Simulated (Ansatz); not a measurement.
Species: sum formula H$_{7}$SiN$_{2}$O$_{2}$, net charge 1, singlet state. It need not be the lowest isomer of its formula. 
Geometry from a B3LYP-D3(BJ)/def2-TZVP (Ansatz, a quantum-chemistry and plane-wave program) optimisation:
```
Si
O 1 1.6087
H 2 0.9613 1 125.62
O 1 1.6087 2 120.45 3 -82.78
H 4 0.9613 1 125.62 2 82.78
N 1 1.6672 2 114.93 3 61.56
H 6 1.0084 1 123.64 2 -161.05
H 6 1.0084 7 112.60 1 -176.17
N 1 1.8828 2 95.45 3 177.62
H 9 1.0210 1 111.87 2 -58.73
H 9 1.0210 10 107.88 1 123.45
H 9 1.0227 10 107.35 11 115.40
```
Charge +1, spin multiplicity 1.

Basis-set convergence of Hartree-Fock and MP2 correlation energies (hartree) with Ansatz. Cores are frozen in the correlated levels unless marked. Spin-orbit coupling is left out. No relativistic terms.

```json
[
 {"basis": "cc-pV(D+d)Z", "functions": "114", "E(HF)": "-551.61885", "E(corr, MP2)": "-0.81113"},
 {"basis": "cc-pV(T+d)Z", "functions": "257", "E(HF)": "___", "E(corr, MP2)": "___"}
]
```

**Question.** Fill in the missing entries.

**Answer.** 
- cc-pV(T+d)Z, E(HF): -551.74288
- cc-pV(T+d)Z, E(corr, MP2): -1.02548
